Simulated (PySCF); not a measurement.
C₅H₄N₂S (charge -1 and doublet state).
Structure used (GFN2-xTB), in Å, numbered top down from 1:
```xyz
12
C5H4N2S angstrom
C     -1.6623    0.5289   -0.1860
N     -1.3323   -0.4057    0.8605
C     -0.0604   -1.0098    0.8461
S      0.0747   -2.5902    1.4670
C      1.0226   -0.3278    0.4050
C      2.0547    0.2199   -0.0115
C      3.1286    0.8689   -0.4537
N      4.0581    1.4565   -0.8535
H     -0.8574    1.2612   -0.2638
H     -1.7909    0.0579   -1.1744
H     -2.5887    1.0464    0.0749
H     -2.0455   -1.1069    1.0280
```

The hyperfine couplings belong to this conformer and change with its torsions.

The species is `N([C]([S-])C#CC#N)C` [radical] (charge -1).

Level of theory: UKS B3LYP, pcH-1 on C H N S, non-relativistic, mean-field spin-orbit, GIAO (PySCF 2.14.0). Whether the extra electron is bound in the gas phase wasn't checked; a finite basis holds it in any case. Couplings are sensitive to structure, and on GFN2-xTB geometries they can be far from those on DFT ones, by a factor of two or more for some ions and for spin on atoms past the first row. Stability of the SCF solution: not tested.

Principal values of hyperfine tensors in MHz (contact, dipolar and spin–orbit terms together), for some of the nuclei:

| atom | isotope | A1 | A2 | A3 |
| --- | --- | --- | --- | --- |
| C5 | 13C | -36.22 | -24.41 | -13.64 |
| C3 | 13C | -7.63 | -6.53 | 67.98 |
| C6 | 13C | -5.77 | -2.79 | 62.13 |
| C1 | 13C | 6.54 | 7.13 | 8.97 |
| N2 | 14N | 3.34 | 3.41 | 15.06 |
| H10 | 1H | 4.79 | 5.57 | 9.27 |
| N8 | 14N | -5.20 | -2.25 | 25.96 |
| S4 | 33S | -18.98 | -18.23 | 49.03 |

(1) Split each tensor into its isotropic and traceless parts, and turn a_iso into mT with g = 2.0066.

(2) What spin density at the nucleus of C5 lies behind its contact coupling (g_N = 1.40482)?

(3) C7 (13C, g_N = 1.40482) isn't in the table. Its spin density at the nucleus is -0.02593 bohr⁻³. What is its contact coupling?

(4) Which nucleus of the table has the largest anisotropic coupling, and what is its form?

(5) What first-order splitting does C6 cause when the field lies along A1, A2 or A3 of its tensor (g taken as isotropic, no quadrupole term)?

Answers

(1) a_iso is a third of the trace, T = A − a_iso, and a(mT) = a(MHz)/(g × 13.996). The tensors hold a spin–orbit part: the run splits a_iso into a_FC + a_SO, and T includes its anisotropic share.

```tsv
atom	a_iso (MHz)	a_FC	a_SO	a_iso (mT)	T1	T2	T3
C5	-24.76	-24.66	-0.10	-0.882	-11.46	0.35	11.12
C3	17.94	17.70	0.24	0.639	-25.57	-24.47	50.04
C6	17.86	17.92	-0.06	0.636	-23.63	-20.65	44.27
C1	7.55	7.55	0.00	0.269	-1.00	-0.42	1.42
N2	7.27	7.25	0.02	0.259	-3.93	-3.86	7.79
H10	6.54	6.54	0.00	0.233	-1.75	-0.97	2.73
N8	6.17	6.21	-0.03	0.220	-11.37	-8.42	19.79
S4	3.94	3.69	0.25	0.140	-22.92	-22.17	45.09
```

(2) a_FC = (2μ0/3) gₑ μB g_N μN ρ(0)/(2S·h) = 800.24 MHz × g_N × ρ(0)/(2S), with ρ in bohr⁻³. With a_FC = -24.66 MHz and 2S = 1, ρ(0) = -0.02194 bohr⁻³.

(3) By the same relation, a_FC = -29.1 MHz. Its full tensor has the principal values -33.13, -32.96, -21.37 MHz.

(4) C3: -25.6, -24.5, 50.0 MHz (the dipolar term alone has -25.7, -24.6, 50.3), nearly axial, close to the ratio −1:−1:+2.

(5) 2 lines (I = 1/2), spaced by |A_i|/(g × 13.996): 0.21, 0.10, 2.21 mT along the axes of A1, A2 and A3.
